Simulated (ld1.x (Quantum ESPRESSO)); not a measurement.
# nitrogen (N): one change to a PAW potential, before and after

```
Element                 : nitrogen
Generator               : ld1.x (Quantum ESPRESSO) 7.5
Type                    : PAW
Functional              : PBE
Relativity              : scalar-relativistic
Frozen core             : [He]
Valence charge          : 5
Reference configuration : 2s2 2p3
Partial waves           : 2s (bound): rcut 0.75, rcutus 0.80 bohr; 2s channel at 1.45 Ry: rcut 0.75, rcutus 0.80 bohr; 2p (bound): rcut 1.80, rcutus 2.00 bohr; 2p channel at 0.8 Ry: rcut 1.80, rcutus 2.00 bohr
Local potential         : all-electron potential smoothed inside 1.85 bohr (lloc = -1)
Core correction         : a·sin(br)/r model core, default radius (core density twice the valence density)
Augmentation charge     : BESSEL, radius 0.75 bohr
```

Change: waves 2p (bound): rcut 1.80, rcutus 2.14 bohr; 2p channel at 0.8 Ry: rcut 1.80, rcutus 2.14 bohr.

Cutoffs: the cutoffs (Ry, on a coarse ladder) from which the occupation-weighted sum of valence levels, in a spherical-Bessel basis at the reference potential, stays within 10 and 1 mRy of its value at 400 Ry; they do not see the model core or the augmentation charge, which bear on the density cutoff. Errors are all-electron minus pseudo energies relative to the spin-unpolarised reference configuration.

**Question.** Predict the effect on cutoff, ghosts and configuration errors.

**Answer.** The potential gets neither clearly harder nor softer (50 Ry and 70 Ry → 50 Ry and 70 Ry); the s channel sets the loose cutoff, while the largest relative change is in p, which becomes softer; of the 7 tests that both files solve, the error grows in 7 and shrinks in 0 by more than 15 % and 0.3 meV (median size 22.0 → 26.5 meV); neither file shows a bound ghost. More of the atom is replaced by a form fitted at one configuration, so other configurations suffer.

| quantity | base | changed |
| --- | --- | --- |
| cutoff, loose | 50 Ry | 50 Ry |
| cutoff, tight | 70 Ry | 70 Ry |
| loose cutoff by channel (10 mRy a level) | s 45 Ry, p 15 Ry | s 45 Ry, p 12 Ry |
| bound ghosts | none | none |
| error for 2s2 2p2, meV [ΔE 13.59 eV] | +32 | +51 |
| error for 2s2 2p1, meV [ΔE 42.45 eV] | +150 | +230 |
| error for 2s2 2p0, meV [ΔE 89.53 eV] | +284 | +375 |
| error for 2s1 2p3, meV [ΔE 25.37 eV] | -3.7 | -5.5 |
| error for 2s1 2p4, meV [ΔE 11.51 eV] | +22 | +27 |
| error for 2s2 2p3.3, meV [ΔE -1.62 eV] | +1.5 | +2.4 |
| error for 2s0 2p5, meV [ΔE 23.04 eV] | +1.2 | +3.4 |
| lowest overlap eigenvalue by channel | s 0.30, p 0.40 | s 0.30, p 0.31 |
